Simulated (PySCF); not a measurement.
A structure optimised at PBE-D3(BJ)/def2-SVP, used in a PySCF frequency run:

```xyz
10

C      1.6638    -1.1793     0.3463
Si     0.0367    -0.3518    -0.0287
N     -1.1741    -1.5136    -0.4331
Cl     0.3784     1.0831    -1.5212
Cl    -0.6820     0.6818     1.6257
H      1.5452    -1.8921     1.1860
H      2.0322    -1.7310    -0.5426
H      2.4254    -0.4232     0.6190
H     -2.1457    -1.1943    -0.4854
H     -0.9738    -2.1654    -1.1975
```
Charge 0, spin multiplicity 1.

Question: Write its SMILES and formula.

Answer: C[Si](N)(Cl)Cl, CH₅Cl₂NSi

Question: What are its rotational constants (standard atomic weights)?

Answer: 2.5603, 1.8316, 1.5629 GHz
